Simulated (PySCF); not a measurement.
Match each property card to its molecule.

Structures:
1. `CSCC1=CC=CC=C1`
2. `C[CH2][GeH2][NH][GeH3]`
3. `C[S][GeH]1[CH2]C[CH2]1`

Card P (geometry PBE0-D3(BJ)/def2-SVP):
* Rotational constants A, B, C: 3.205, 0.873, 0.748 GHz
* Static isotropic polarisability (PBE0/def2-SVPD): 95.3 au
* Core binding energies (ΔSCF SCAN, pcX-2 on the ionised atom, pcseg-1 elsewhere, spin-free X2C): C1s 290.0, C1s 290.6, N1s 403.6 eV
* Strongest line among the 10 lowest singlet transitions (TDDFT PBE0/def2-SVPD): S4 at 6.83 eV (181 nm, f = 0.030)
* HOMO energy (PBE0/def2-SVPD): -6.83 eV
* 13C chemical shifts (computed TMS as zero) by class (GIAO PBE0/pcSseg-1): 11.9 (1 C), 9.7 (1 C) ppm
* Largest of the computed one-bond spin–spin couplings (means over like bonds) (B3LYP/pcJ-1 (pcSseg-1 on Ge), spin–dipole term left out for some pairs): 13C–1H +133.4 (×2), 13C–1H +133.1 (×3), 15N–1H -79.5, 13C–13C +36.3 Hz

Card Q (geometry PBE0-D3(BJ)/def2-SVP):
* Rotational constants A, B, C: 4.993, 1.155, 1.088 GHz
* Static isotropic polarisability (PBE0/def2-SVPD): 101.4 au
* Point group: C1
* 13C chemical shifts (computed TMS as zero) by class (GIAO KT3/pcSseg-1): 29.9 (2 C), 26.6 (1 C), 17.8 (1 C) ppm
* Isotropic shieldings of nuclei other than C and H, by class (GIAO KT3/pcSseg-1): 626 (1 S), 1279 (1 Ge) ppm

Card R (geometry PBE0-D3(BJ)/def2-SVP):
- Rotational constants A, B, C: 2.962, 0.830, 0.782 GHz
- Static isotropic polarisability (CAM-B3LYP/def2-SVPD): 113.0 au
- Lowest triplet excitation (Tamm–Dancoff) (TDA CAM-B3LYP/def2-SVPD): 3.99 eV
- Strongest line among the 10 lowest singlet transitions (TDDFT CAM-B3LYP/def2-SVPD): S9 at 6.93 eV (179 nm, f = 0.575)
- 13C chemical shifts (computed TMS as zero) by class (GIAO KT3/pcSseg-1): 132.0 (1 C), 123.5 (2 C), 121.6 (2 C), 120.9 (1 C), 43.5 (1 C), 18.6 (1 C) ppm
- Lowest singlet excitation (TDDFT CAM-B3LYP/def2-SVPD): 5.27 eV (235 nm, f = 0.013)

Each SMILES stands for a single optimised conformer of the isolated species, non-relativistic unless stated; the electronic structure was computed with PySCF and density fitting. NMR classes are plain means over equivalent atoms (diastereotopic ones count apart unless rotation or inversion swaps them), as if these changed places fast.

Q: Which card belongs to which structure?

A: P = 2, Q = 3, R = 1. What ties each card to its structure:
- 1 (card R), C8H10S, monoisotopic mass 138.1 u, 9 heavy atoms: 8 C in 6 classes; the least shielded carbon (132.0 ppm) is a substituted aromatic carbon; an asymmetric top with C = 0.782 GHz; polarisability 113.0 au for 74 electrons.
- 2 (card P), C2H11Ge2N, monoisotopic mass 196.9 u, 5 heavy atoms: 2 C in 2 classes; core lines of C and N; the least shielded carbon (11.9 ppm) is an sp3 carbon bound to germanium; an asymmetric top with C = 0.748 GHz, the lowest such constant on the cards; polarisability 95.3 au for 94 electrons. NMR values of atoms bound to Ge lack the spin–orbit term that these neighbours bring.
- 3 (card Q), C4H10GeS, monoisotopic mass 164.0 u, 6 heavy atoms: 4 C in 3 classes; the least shielded carbon (29.9 ppm) is an sp3 carbon bound to germanium; an asymmetric top with C = 1.088 GHz, the highest such constant on the cards; polarisability 101.4 au for 82 electrons. NMR values of atoms bound to Ge lack the spin–orbit term that these neighbours bring.
